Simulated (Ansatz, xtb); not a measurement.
**Relative energy of two isomers of C3H10O2Si**

Structure I is `COC[Si@@H](C)O`, a singlet and structure II is `CO[Si@@H](C)CO`, a singlet. Both are isolated molecules in the gas phase, relaxed with r2SCAN-D4/def2-SVP; each stands in its lowest conformer found.

I (Å):

```xyz
16

C    -0.7831    1.6931    0.8728
C     0.7092    0.3859   -0.4119
C     0.0891   -0.3092   -3.3535
O    -0.1709    1.5044   -0.3774
O     1.7016    2.0036   -2.5050
Si    1.3739    0.3948   -2.1930
H    -1.4037    0.8200    1.1581
H    -0.0337    1.8580    1.6732
H    -1.4297    2.5800    0.8018
H     1.5244    0.5064    0.3350
H     0.1726   -0.5509   -0.1463
H     2.6501   -0.3718   -2.2939
H     0.3774   -0.1615   -4.4064
H    -0.8801    0.1902   -3.1919
H    -0.0509   -1.3904   -3.1883
H     1.1261    2.5650   -1.9638
```

II (Å):

```xyz
16

C     1.4658    2.1112    0.4634
C     0.9584   -0.7562   -1.7178
C     0.6743   -1.8374    1.2352
O     1.4428    0.7387    0.7786
O     0.5970   -1.3552    2.5702
Si    0.4397   -0.3944    0.0433
H     0.4563    2.5626    0.5108
H     1.8782    2.2953   -0.5469
H     2.1083    2.6327    1.1901
H    -0.9639    0.1321    0.0703
H     0.3232   -1.5431   -2.1579
H     0.8683    0.1331   -2.3627
H     2.0042   -1.1013   -1.7586
H    -0.1111   -2.6028    1.1082
H     1.6385   -2.3551    1.0296
H     1.1360   -0.5491    2.5913
```

Quicker runs give these differences E(II) − E(I): GFN2-xTB +4.4 kcal/mol; HF/STO-3G +4.4 kcal/mol (at GFN2-xTB geometries); r2SCAN-D4/def2-SVP//GFN2-xTB +4.3 kcal/mol.

**Question.** Estimate E(II) − E(I) at the level CCSD(T)/def2-SVP + ΔMP2/def2-TZVPP.

**Answer.** Calculated at CCSD(T)/def2-SVP + ΔMP2/def2-TZVPP: E(II) − E(I) = +5.0 kcal/mol, so structure I lies lower.

Level by level:

```
                             level            geometry  E(II) − E(I) (kcal/mol)  departure from the last row (kcal/mol)  job, with rough time for the two
                          GFN2-xTB            GFN2-xTB                      +4.4                                    −0.6              optimisation, 0.26 s
                         HF/STO-3G            GFN2-xTB                      +4.4                                    −0.6              single point, 0.56 s
      r2SCAN-D4/def2-SVP//GFN2-xTB            GFN2-xTB                      +4.3                                    −0.7               single point, 7.8 s
                r2SCAN-D4/def2-SVP  r2SCAN-D4/def2-SVP                      +4.0                                    −1.0               optimisation, 2 min
                       HF/def2-SVP  r2SCAN-D4/def2-SVP                      +4.2                                    −0.8           part of the CCSD(T) run
                      MP2/def2-SVP  r2SCAN-D4/def2-SVP                      +4.8                                    −0.2           part of the CCSD(T) run
                  CCSD(T)/def2-SVP  r2SCAN-D4/def2-SVP                      +4.4                                    −0.5                      single point
CCSD(T)/def2-SVP + ΔMP2/def2-TZVPP  r2SCAN-D4/def2-SVP                      +5.0                                                     single point, 2.4 min
```

As drawn, both hold the same kinds of bond in the same numbers.

The levels shown agree on the order. The largest departure from CCSD(T)/def2-SVP + ΔMP2/def2-TZVPP is that of r2SCAN-D4/def2-SVP, 1.0 kcal/mol. The last row adds to CCSD(T) the change of the MP2 difference between the two basis sets, here +0.5 kcal/mol.

With thermal terms from frequencies at re-optimised GFN2-xTB minima (ideal gas, soft modes damped towards free rotors, one conformer each, 298.15 K, 1 atm): the zero-point term adds +0.4 kcal/mol; ΔH is +5.5 and ΔG +5.0 kcal/mol.

The correlated steps freeze 10 core orbitals. Run with Ansatz 0.2.0, xtb 6.7.1; the last row on 2 threads of Arm Neoverse V1 on a shared host.
